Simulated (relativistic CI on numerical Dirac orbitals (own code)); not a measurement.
# Magnetism of Eu2+, 4f7, in a crystal field

Calculated by Dirac-Coulomb-Breit CI, separate exchange-only KLI orbitals for each configuration, QED by a radiative potential, valence Slater integrals scaled by 0.85, one configuration in a parametric crystal field (own radial code).

Field parameters in Wybourne normalisation. The field is a parameter set, without covalency.

S is read from ⟨S²⟩ = S(S + 1).

Powder χT (cm³ K mol⁻¹) by Van Vleck's formula, with temperature-independent terms:

| Field | 2 K | 5 K | 10 K | 20 K | 50 K | 100 K | 200 K | 300 K |
| --- | --- | --- | --- | --- | --- | --- | --- | --- |
| D3d, B20 = 390, B40 = -290, B43 = -160, B60 = 140, B63 = 480, B66 = -440 cm⁻¹ | 7.84 | 7.84 | 7.84 | 7.84 | 7.84 | 7.84 | 7.84 | 7.84 |
| D3d, B20 = -420, B40 = -700, B43 = 1120, B60 = 20, B63 = -140, B66 = 430 cm⁻¹ | 7.84 | 7.84 | 7.84 | 7.84 | 7.84 | 7.84 | 7.84 | 7.84 |

For D3d, B20 = 390, B40 = -290, B43 = -160, B60 = 140, B63 = 480, B66 = -440 cm⁻¹: what effective moment follows at 300 K?

μ_eff = √(8χT) = 7.92 μB. The LS value g√(J(J + 1)) of the free ion's 8S°_7/2 level is 7.94 μB.
